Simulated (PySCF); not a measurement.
## Correlation energy of Mn⁺ (manganese, charge +1)

[Ar] 3d5 4s1, high-spin 7S determinant. Computed with PySCF 2.14 in ANO-RCC-VTZP, with scalar relativity by spin-free X2C-1e. Frozen: [Ar]; 6 electrons correlated.

```json
{"level": "CCSD", "correlation energy (mhartree)": "-93.24"}
{"level": "(T)", "correlation energy (mhartree)": "-1.21"}
{"level": "CCSD(T)", "correlation energy (mhartree)": "-94.45"}
```

Diagnostics: T1 = 0.0084, D1 = 0.0189, largest double amplitude 0.023.

Cost of the coupled-cluster step: about 1.3 core-seconds, for 6 correlated electrons.
